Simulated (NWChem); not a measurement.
C₂H₆O₂Si; SMILES C([SiH3])(OC)=O

```xyz
11

C     -0.3952    -2.3068     0.0085
O     -0.7542    -0.9102    -0.0156
C      0.2833    -0.0402    -0.0149
O      1.4466    -0.3865     0.0000
Si    -0.2631     1.8075    -0.0018
H     -1.3398    -2.8507     0.0104
H      0.1854    -2.5365     0.9059
H      0.1970    -2.5638    -0.8736
H      0.5535     2.5149    -1.0168
H      0.0451     2.3409     1.3486
H     -1.7088     1.9671    -0.2940
```
Atoms are numbered in this order, from 1.

Level: B3LYP/6-31G* (spherical d) (NWChem), optimised geometry, unscaled harmonic frequencies. 

| frequency (cm⁻¹) | IR intensity (km/mol) |
|---|---|
| 37 | 0.2 |
| 132 | 0.2 |
| 159 | 2.4 |
| 190 | 2.0 |
| 325 | 19.2 |
| 425 | 11.5 |
| 482 | 32.9 |
| 630 | 42.3 |
| 726 | 12.1 |
| 813 | 14.6 |
| 916 | 280.7 |
| 944 | 44.7 |
| 950 | 51.7 |
| 982 | 48.5 |
| 1178 | 1.3 |
| 1196 | 117.7 |
| 1227 | 175.2 |
| 1485 | 2.8 |
| 1513 | 7.0 |
| 1523 | 8.5 |
| 1779 | 182.0 |
| 2266 | 59.1 |
| 2280 | 132.8 |
| 2288 | 126.1 |
| 3078 | 26.5 |
| 3153 | 20.6 |
| 3187 | 15.4 |

```
Quantity                                                                           Result
-----------------------------------------------------------------------  ----------------
zero-point energy                                                           48.4 kcal/mol
thermal correction to the enthalpy at 298.15 K (with zero-point energy)     53.4 kcal/mol
heat capacity Cv                                                         22.9 cal/(mol K)
entropy at 298.15 K and 1 atm (symmetry number 1)                        83.3 cal/(mol K)
dipole moment                                                                      1.68 D
```

Rigid rotor and harmonic oscillator; modes under 100 cm⁻¹ make the entropy uncertain.
